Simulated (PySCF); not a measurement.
Isomers of C6H8O2, one GFN2-xTB conformer each. Single-point energies are computed at PBE0/def2-SVPD (PySCF, gas phase, no added dispersion term), electronic only.

| SMILES | GFN2-xTB relative energy (kJ/mol) |
| --- | --- |
| C=COC(=O)/C=C/C | 116.5 |
| C=C(/C=C/C)C(=O)O | 111.4 |
| O=C(O)C1=CCCC1 | 0.0 |
| C=CCC(=O)OC=C | 142.5 |
| CO/C=C1C=C/1OC | 345.1 |

Conformers: `[CH2:1]=[CH:2][O:3][C:4](=[O:5])/[CH:6]=[CH:7]/[CH3:8]` with C1–C2–O3–C4 180°, C2–O3–C4–O5 0°, O3–C4–C6–C7 180°; `[CH2:1]=[C:2](/[CH:3]=[CH:4]/[CH3:5])[C:6](=[O:7])[OH:8]` with C1–C2–C3–C4 -175°, C1–C2–C6–O7 -150°, C2–C6–O8–H -179°; `[O:1]=[C:2]([OH:3])[C:4]1=[CH:5][CH2:6][CH2:7][CH2:8]1` with O1–C2–O3–H 0°, O1–C2–C4–C5 -179°, C4–C5–C6–C7 13°, C5–C6–C7–C8 -20°, C6–C7–C8–C4 20°, C2–C4–C8–C7 168°; `[CH2:1]=[CH:2][CH2:3][C:4](=[O:5])[O:6][CH:7]=[CH2:8]` with C1–C2–C3–C4 -124°, C2–C3–C4–O5 -12°, C3–C4–O6–C7 180°, C4–O6–C7–C8 -178°; `[CH3:1][O:2]/[CH:3]=[C:4]1[CH:5]=[C:6]/1[O:7][CH3:8]` with C1–O2–C3–C4 0°, C5–C6–O7–C8 1°.

Problem. What does PBE0/def2-SVPD give for the same structures?

Solution. 
```tsv
SMILES	PBE0/def2-SVPD E (Eh)	PBE0/def2-SVPD (kJ/mol)	GFN2-xTB (kJ/mol)	point group
O=C(O)C1=CCCC1	-383.21981	0.0	0.0	C1
C=C(/C=C/C)C(=O)O	-383.18534	90.5	111.4	C1
C=COC(=O)/C=C/C	-383.17013	130.4	116.5	Cs
C=CCC(=O)OC=C	-383.15982	157.5	142.5	C1
CO/C=C1C=C/1OC	-383.04528	458.2	345.1	near Cs
```

Both levels put the same isomer lowest; measured from each level's own lowest isomer, the values differ by up to 113.1 kJ/mol (CO/C=C1C=C/1OC: 345.1 against 458.2). As drawn, the lowest has a C=O bond, an O–H bond and a C(=O)–O unit, which the highest lacks; the highest has a three-membered ring, which the lowest lacks.

Problem. Which frontier levels, dipoles and rotational constants go with these structures?

Solution. 
```json
{"SMILES": "O=C(O)C1=CCCC1", "HOMO (eV, PBE0/def2-SVPD)": "-7.46", "LUMO (eV)": "-1.28", "dipole (D)": "2.50", "A, B, C (MHz)": "4591, 1466, 1140"}
{"SMILES": "C=C(/C=C/C)C(=O)O", "HOMO (eV, PBE0/def2-SVPD)": "-6.79", "LUMO (eV)": "-1.46", "dipole (D)": "1.33", "A, B, C (MHz)": "3730, 1310, 1009"}
{"SMILES": "C=COC(=O)/C=C/C", "HOMO (eV, PBE0/def2-SVPD)": "-7.34", "LUMO (eV)": "-1.52", "dipole (D)": "2.29", "A, B, C (MHz)": "7391, 879.0, 789.3"}
{"SMILES": "C=CCC(=O)OC=C", "HOMO (eV, PBE0/def2-SVPD)": "-7.52", "LUMO (eV)": "-0.55", "dipole (D)": "1.76", "A, B, C (MHz)": "7177, 917.7, 848.4"}
{"SMILES": "CO/C=C1C=C/1OC", "HOMO (eV, PBE0/def2-SVPD)": "-5.05", "LUMO (eV)": "0.33", "dipole (D)": "4.44", "A, B, C (MHz)": "4130, 1262, 978.4"}
```
